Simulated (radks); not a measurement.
Question: Species: Kr3+. Configuration: [Ar] 3d10 4s2 4p3. Method: Dirac Kohn-Sham, BLYP, spin-unpolarised, spherical densities, finite nucleus; open shells fill j = l - 1/2 first; Fermi nuclear charge, rms radius 4.1884 fm; computed with a radial shooting solver on a logarithmic mesh with Libxc functionals. Some entries of the table are withheld. Estimate them.

orbital,occ.,eigenvalue (eV),<1/r> (bohr^-1)
1s1/2,2,-14197.52,36.77
2s1/2,2,-1904.445,(1)
2p1/2,2,-1725.332,8.198
2p3/2,4,-1671.451,7.913
3s1/2,2,(2),2.715
3p1/2,2,(3),(4)
3p3/2,4,(5),(6)
3d3/2,4,-122.1450,(7)
3d5/2,6,-120.8345,(8)
4s1/2,2,-58.8753,0.9147
4p1/2,2,(9),0.8025
4p3/2,1,(10),0.7871

Answer: 
(1) 2s1/2 <1/r> (bohr^-1): 8.228
(2) 3s1/2 eigenvalue (eV): -303.6930
(3) 3p1/2 eigenvalue (eV): -240.4388
(4) 3p1/2 <1/r> (bohr^-1): 2.601
(5) 3p3/2 eigenvalue (eV): -232.4977
(6) 3p3/2 <1/r> (bohr^-1): 2.533
(7) 3d3/2 <1/r> (bohr^-1): 2.288
(8) 3d5/2 <1/r> (bohr^-1): 2.270
(9) 4p1/2 eigenvalue (eV): -43.7075
(10) 4p3/2 eigenvalue (eV): -42.8092
